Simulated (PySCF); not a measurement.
# Pd: excitation energy

Pd [Kr] 4d10 (1S) → Pd [Kr] 4d9 5s1 (3D), as a difference of total energies. Computed with PySCF 2.14 in x2c-TZVPPall with one added diffuse shell each of s, p, d, f type (9s7p7d3f1g, 95 functions), with scalar relativity by spin-free X2C-1e. Correlated levels: valence: [Kr] frozen; valence and next inner shell: [Ar] 3d10 frozen. The calculations carry no spin-orbit coupling.

| method | excitation energy (eV) |
| --- | --- |
| UHF | -0.064 |
| LDA | 1.113 |
| PBE | 0.974 |
| PBE0 | 0.863 |
| r2SCAN | 0.756 |
| MN15 | 0.931 |
| PBEsol | 1.012 |
| B2PLYP | 0.984 |
| BHandHLYP | 0.694 |
| MP2 (valence) | 1.309 |
| SCS-MP2 (valence) | 1.246 |
| MP2 (valence and next inner shell) | 1.366 |
| SCS-MP2 (valence and next inner shell) | 1.242 |

**Question.** How much does correlation contribute at MP2 (valence and next inner shell)?

**Answer.** 1.366 − (-0.064) = 1.430 eV, measured against UHF.

A first-order spin-orbit estimate (lowest level to lowest level, LS coupling) adds -0.183 eV.
